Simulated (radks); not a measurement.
Values are calculated unless marked as measured or tabulated.
How relativity changes the ionisation of the nitrogen ion N2+ ([He] 2s2 2p1) to N3+ ([He] 2s2). Spin-unpolarised spherical Kohn-Sham, BLYP, point nucleus unless stated (finite: rms radius 2.5582 fm), a radial shooting solver on a logarithmic mesh with Libxc functionals. A level marked "c x" has the speed of light scaled by that factor and shares open shells by 2j + 1; other Dirac levels either fill j = l - 1/2 first or share by 2j + 1.

| level | E(N2+) (hartree) | E(N3+) (hartree) | IE (eV) | HOMO | <r> HOMO (bohr) |
|---|---|---|---|---|---|
| non-rel. | -52.92585 | -51.19270 | 47.162 | 2p | 1.137 |
| scalar-rel. | -52.95840 | -51.22533 | 47.159 | 2p | 1.137 |
| scalar-rel., finite nucleus | -52.95839 | -51.22533 | 47.159 | 2p | 1.137 |
| Dirac, 2j+1 shares | -52.95840 | -51.22533 | 47.159 | 2p3/2 | 1.137 |
| Dirac, low j first | -52.95914 | -51.22533 | 47.179 | 2p1/2 | 1.136 |
| Dirac, 2j+1 shares, finite nucleus | -52.95839 | -51.22533 | 47.159 | 2p3/2 | 1.137 |
| Dirac, c x 1.5 | -52.94031 | -51.20719 | 47.160 | 2p3/2 | 1.137 |
| Dirac, c x 3 | -52.92947 | -51.19632 | 47.161 | 2p3/2 | 1.137 |
| Dirac, c x 100 | -52.92586 | -51.19270 | 47.162 | 2p3/2 | 1.137 |

NIST Atomic Spectra Database: 47.445 eV (semi-empirical). The relativistic part of the total energy of N2+ is -0.03254 hartree (Dirac, 2j+1 shares, finite nucleus), 0.061 % of the non-relativistic value. Spin polarisation and multiplet splitting of open shells are left out at every level.

Beside tabulated values, note that spin-unpolarised runs miss the spin-polarisation part of the exchange energy of open shells.
